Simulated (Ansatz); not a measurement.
A short molecular-dynamics run on CH2BNO.

```yaml
crystal:
  periodic: [false, false, false]
  atoms:
    - {symbol: B, position_ang: [0.436887, 0.509462, -0.582586]}
    - {symbol: N, position_ang: [-0.788590, 0.749471, 0.216929]}
    - {symbol: C, position_ang: [-0.518020, -0.470444, 0.482552]}
    - {symbol: O, position_ang: [0.463434, -0.909578, -0.405753]}
    - {symbol: H, position_ang: [1.290740, 1.194387, -1.041461]}
    - {symbol: H, position_ang: [-0.842350, -1.137297, 1.284119]}
basis:
  gaussian: {orbitals: def2-SVP}
hamiltonian: {xc: {name: PBE}, dispersion: d3bjatm}
md: {timestep: 1 fs, n_steps: 20, ensemble: nve, temperature: 300, initial_velocities: maxwell_boltzmann, seed: 993}
```

```sh
$ ansatz run in.yaml --threads 2 --pin off --events-out ev --progress --plain --max-ram 4352MiB
```

```csv
step,time (fs),potential energy (eV),kinetic (eV),T (K),conserved (eV)
0,0.0,-5271.9424,0.1551,300,-5271.7873
1,1.0,-5271.9346,0.1472,285,-5271.7875
2,2.0,-5271.9127,0.1256,243,-5271.7871
3,3.0,-5271.8823,0.0960,186,-5271.7863
4,4.0,-5271.8559,0.0704,136,-5271.7856
5,5.0,-5271.8447,0.0592,115,-5271.7854
6,6.0,-5271.8502,0.0642,124,-5271.7861
7,7.0,-5271.8626,0.0755,146,-5271.7871
8,8.0,-5271.8672,0.0797,154,-5271.7875
9,9.0,-5271.8584,0.0716,139,-5271.7867
10,10.0,-5271.8480,0.0625,121,-5271.7855
11,11.0,-5271.8543,0.0690,133,-5271.7853
12,12.0,-5271.8793,0.0928,179,-5271.7865
13,13.0,-5271.9054,0.1178,228,-5271.7876
14,14.0,-5271.9158,0.1282,248,-5271.7876
15,15.0,-5271.9106,0.1239,240,-5271.7867
16,16.0,-5271.9027,0.1168,226,-5271.7859
17,17.0,-5271.9041,0.1183,229,-5271.7858
18,18.0,-5271.9158,0.1292,250,-5271.7865
19,19.0,-5271.9270,0.1395,270,-5271.7875
20,20.0,-5271.9236,0.1358,263,-5271.7878
```

Velocities are drawn at the set temperature; a run this short doesn't reach equilibrium.

Frames (Å, forces in eV/Å):

```xyz
6
time=0.0 fs
B     0.437    0.509   -0.583   -0.148   -0.089    0.018
N    -0.789    0.749    0.217   -0.676    1.217    0.010
C    -0.518   -0.470    0.483    0.055   -0.288    0.067
O     0.463   -0.910   -0.406    0.546   -0.701   -0.445
H     1.291    1.194   -1.041    0.402    0.299   -0.173
H    -0.842   -1.137    1.284   -0.179   -0.438    0.524
6
time=1.0 fs
B     0.431    0.508   -0.584    0.468    0.340   -0.175
N    -0.787    0.748    0.215   -0.866    1.432    0.070
C    -0.513   -0.468    0.483   -0.079   -0.640    0.169
O     0.461   -0.909   -0.403    0.694   -0.815   -0.627
H     1.314    1.205   -1.026   -0.018   -0.016   -0.015
H    -0.838   -1.160    1.264   -0.199   -0.301    0.579
6
time=2.0 fs
B     0.426    0.506   -0.586    1.020    0.717   -0.313
N    -0.786    0.748    0.214   -1.004    1.537    0.133
C    -0.509   -0.465    0.483   -0.283   -1.040    0.391
O     0.458   -0.908   -0.401    0.820   -0.896   -0.788
H     1.338    1.216   -1.010   -0.403   -0.296    0.103
H    -0.836   -1.186    1.249   -0.149   -0.022    0.474
6
time=3.0 fs
B     0.422    0.505   -0.588    1.413    0.976   -0.360
N    -0.786    0.749    0.213   -1.071    1.507    0.194
C    -0.505   -0.464    0.483   -0.511   -1.377    0.623
O     0.456   -0.909   -0.399    0.911   -0.936   -0.916
H     1.358    1.225   -0.994   -0.678   -0.488    0.156
H    -0.835   -1.212    1.239   -0.064    0.318    0.301
6
time=4.0 fs
B     0.419    0.505   -0.590    1.605    1.089   -0.302
N    -0.786    0.751    0.211   -1.056    1.332    0.248
C    -0.501   -0.463    0.484   -0.716   -1.543    0.761
O     0.455   -0.909   -0.398    0.959   -0.930   -1.002
H     1.371    1.228   -0.976   -0.810   -0.569    0.144
H    -0.834   -1.235    1.232    0.017    0.621    0.152
6
time=5.0 fs
B     0.417    0.506   -0.593    1.581    1.048   -0.145
N    -0.787    0.754    0.210   -0.960    1.021    0.290
C    -0.497   -0.464    0.486   -0.861   -1.475    0.745
O     0.454   -0.911   -0.397    0.959   -0.875   -1.044
H     1.376    1.226   -0.956   -0.787   -0.536    0.072
H    -0.834   -1.252    1.226    0.068    0.817    0.081
6
time=6.0 fs
B     0.417    0.507   -0.596    1.343    0.856    0.098
N    -0.789    0.758    0.210   -0.793    0.609    0.318
C    -0.495   -0.466    0.488   -0.929   -1.172    0.564
O     0.454   -0.913   -0.397    0.910   -0.776   -1.040
H     1.374    1.219   -0.936   -0.608   -0.389   -0.048
H    -0.832   -1.261    1.221    0.077    0.871    0.108
6
time=7.0 fs
B     0.418    0.510   -0.598    0.917    0.528    0.402
N    -0.791    0.762    0.209   -0.578    0.141    0.329
C    -0.493   -0.469    0.490   -0.914   -0.671    0.236
O     0.454   -0.915   -0.398    0.816   -0.639   -0.992
H     1.366    1.208   -0.916   -0.284   -0.139   -0.204
H    -0.831   -1.262    1.217    0.043    0.780    0.230
6
time=8.0 fs
B     0.420    0.513   -0.601    0.363    0.109    0.728
N    -0.794    0.766    0.209   -0.339   -0.333    0.322
C    -0.492   -0.472    0.493   -0.824   -0.046   -0.192
O     0.455   -0.918   -0.399    0.686   -0.477   -0.907
H     1.356    1.196   -0.899    0.139    0.177   -0.374
H    -0.828   -1.256    1.215   -0.025    0.571    0.421
6
time=9.0 fs
B     0.422    0.516   -0.602   -0.196   -0.314    1.022
N    -0.797    0.770    0.208   -0.101   -0.767    0.299
C    -0.491   -0.476    0.496   -0.689    0.599   -0.642
O     0.456   -0.921   -0.401    0.529   -0.304   -0.789
H     1.347    1.185   -0.885    0.557    0.483   -0.520
H    -0.826   -1.244    1.217   -0.101    0.303    0.630
6
time=10.0 fs
B     0.424    0.519   -0.603   -0.595   -0.625    1.223
N    -0.800    0.773    0.209    0.116   -1.127    0.261
C    -0.491   -0.479    0.498   -0.552    1.134   -1.008
O     0.458   -0.924   -0.403    0.357   -0.131   -0.647
H     1.343    1.179   -0.876    0.822    0.675   -0.602
H    -0.825   -1.229    1.225   -0.148    0.073    0.773
6
time=11.0 fs
B     0.425    0.521   -0.603   -0.703   -0.731    1.290
N    -0.803    0.776    0.209    0.296   -1.389    0.209
C    -0.492   -0.481    0.499   -0.461    1.448   -1.183
O     0.460   -0.927   -0.406    0.180    0.033   -0.492
H     1.347    1.180   -0.872    0.816    0.671   -0.589
H    -0.825   -1.213    1.241   -0.129   -0.032    0.765
6
time=12.0 fs
B     0.426    0.523   -0.601   -0.513   -0.632    1.221
N    -0.806    0.778    0.209    0.432   -1.542    0.147
C    -0.493   -0.482    0.500   -0.435    1.502   -1.119
O     0.462   -0.931   -0.408    0.009    0.185   -0.334
H     1.358    1.187   -0.874    0.538    0.471   -0.486
H    -0.827   -1.198    1.264   -0.032    0.016    0.572
6
time=13.0 fs
B     0.426    0.524   -0.599   -0.140   -0.413    1.053
N    -0.809    0.778    0.210    0.522   -1.585    0.073
C    -0.494   -0.482    0.499   -0.451    1.348   -0.855
O     0.464   -0.934   -0.412   -0.148    0.326   -0.182
H     1.375    1.199   -0.881    0.104    0.162   -0.325
H    -0.829   -1.183    1.292    0.114    0.163    0.236
6
time=14.0 fs
B     0.427    0.525   -0.595    0.261   -0.184    0.838
N    -0.811    0.778    0.210    0.567   -1.522   -0.009
C    -0.495   -0.480    0.498   -0.464    1.084   -0.493
O     0.465   -0.937   -0.415   -0.288    0.458   -0.042
H     1.393    1.212   -0.891   -0.338   -0.153   -0.150
H    -0.829   -1.166    1.323    0.262    0.317   -0.144
6
time=15.0 fs
B     0.427    0.525   -0.591    0.583   -0.021    0.615
N    -0.812    0.776    0.211    0.570   -1.360   -0.099
C    -0.497   -0.478    0.496   -0.434    0.794   -0.137
O     0.467   -0.939   -0.418   -0.408    0.584    0.082
H     1.408    1.223   -0.903   -0.682   -0.399    0.008
H    -0.827   -1.145    1.352    0.371    0.403   -0.468
6
time=16.0 fs
B     0.428    0.526   -0.586    0.771    0.041    0.410
N    -0.814    0.774    0.211    0.536   -1.110   -0.197
C    -0.500   -0.475    0.495   -0.337    0.527    0.140
O     0.468   -0.942   -0.421   -0.506    0.702    0.188
H     1.416    1.231   -0.914   -0.882   -0.543    0.130
H    -0.822   -1.122    1.377    0.418    0.384   -0.671
6
time=17.0 fs
B     0.430    0.526   -0.581    0.806   -0.007    0.240
N    -0.815    0.771    0.211    0.470   -0.783   -0.301
C    -0.502   -0.472    0.493   -0.169    0.302    0.295
O     0.469   -0.944   -0.424   -0.582    0.809    0.277
H     1.416    1.234   -0.925   -0.924   -0.577    0.207
H    -0.813   -1.094    1.396    0.399    0.255   -0.718
6
time=18.0 fs
B     0.432    0.527   -0.575    0.684   -0.161    0.115
N    -0.815    0.767    0.211    0.378   -0.394   -0.410
C    -0.505   -0.468    0.492    0.061    0.125    0.313
O     0.470   -0.945   -0.427   -0.636    0.901    0.348
H     1.406    1.231   -0.933   -0.808   -0.499    0.232
H    -0.800   -1.064    1.407    0.320    0.029   -0.598
6
time=19.0 fs
B     0.435    0.527   -0.570    0.410   -0.414    0.043
N    -0.816    0.763    0.211    0.266    0.035   -0.517
C    -0.507   -0.465    0.491    0.332   -0.017    0.209
O     0.471   -0.946   -0.430   -0.665    0.972    0.401
H     1.389    1.223   -0.939   -0.541   -0.313    0.198
H    -0.783   -1.034    1.413    0.198   -0.263   -0.334
6
time=20.0 fs
B     0.439    0.527   -0.564    0.009   -0.741    0.023
N    -0.816    0.759    0.211    0.141    0.479   -0.615
C    -0.510   -0.461    0.490    0.605   -0.152    0.044
O     0.470   -0.946   -0.433   -0.669    1.015    0.436
H     1.367    1.212   -0.943   -0.148   -0.036    0.107
H    -0.765   -1.006    1.416    0.062   -0.566    0.004
```

Run time 12 s (2 threads of an Arm Neoverse V2 on a shared host); peak host memory 0.11 GiB.
